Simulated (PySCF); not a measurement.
Structure problem from calculated spectra and properties.

Formula: C5H6F2O3.

| Item | Value |
| --- | --- |
| Polarisability | 76.2 au [PBE0/def2-SVPD] |
| Triplet | lowest triplet excitation (Tamm–Dancoff): 4.22 eV [TDA PBE0/def2-SVPD] |
| Rotational structure | rotational constants A, B, C: 4.322, 0.533, 0.520 GHz [GFN2-xTB] |
| Dipole | 3.98 D [PBE0/def2-SVPD] |
| NMR, other nuclei | isotropic shieldings of nuclei other than C and H, by class: -95 (1 O), 86 (1 O), 235 (1 O), 280 (2 F) ppm [GIAO PBE0/pcSseg-1] |
| 13C NMR | chemical shifts (computed TMS as zero) by class: 173.3 (1 C), 148.4 (1 C), 123.8 (1 C), 104.6 (1 C), 66.4 (1 C) ppm [GIAO PBE0/pcSseg-1] |
| UV, strongest line | among the 6 lowest singlet transitions: S2 at 6.24 eV (199 nm, f = 0.335) [TDDFT PBE0/def2-SVPD] |
| UV, first state | lowest singlet excitation: 5.73 eV (216 nm, f = 0.001) [TDDFT PBE0/def2-SVPD] |

Gas-phase values; electronic properties from PySCF, density fitting. Levels stand in brackets. Isolated species at its GFN2-xTB geometry (one conformer only). NMR classes are plain means over equivalent atoms (diastereotopic ones count apart unless rotation or inversion swaps them), as if these changed places fast.

Question: Give a SMILES that accounts for the data.

Answer: Numbering: `[CH2:1]=[CH:2][O:3][C:4](=[O:5])[CH2:6][O:7][CH:8]([F:9])[F:10]`. Its formula, C5H6F2O3, gives 2 degrees of unsaturation: 0 rings and 2 π bonds in the structure found. 5 carbons fall into 5 classes; from least to most shielded: ester carbonyl carbon [C4] (173.3 ppm), vinylic carbon bearing oxygen [C2] (148.4 ppm), CHF2 carbon [C8] (123.8 ppm), terminal =CH2 carbon [C1] (104.6 ppm), sp3 carbon bound to oxygen [C6] (66.4 ppm). The other shieldings belong to: -95 ppm, ester carbonyl oxygen [O5]; 86 ppm, ester single-bonded oxygen [O3]; 235 ppm, ether oxygen [O7]; 280 ppm, fluorine of a CF2 group [F9/F10]. S1 is mainly HOMO−1→LUMO (weight 0.84); the largest Löwdin shares of the orbital it empties are 0.41 on the ester carbonyl oxygen, 0.17 on the ether oxygen, 0.10 on the sp3 carbon bound to oxygen and 0.08 on the ester carbonyl carbon, of the orbital it fills 0.28 on the ester carbonyl carbon, 0.20 on the ester carbonyl oxygen, 0.16 on the terminal =CH2 carbon and 0.12 on the vinylic carbon bearing oxygen. The optimised geometry has point group C1 and is an asymmetric top. Structure: `FC(OCC(OC=C)=O)F`. The assignments are read from this structure; whether some other isomer fits the data as well wasn't checked.
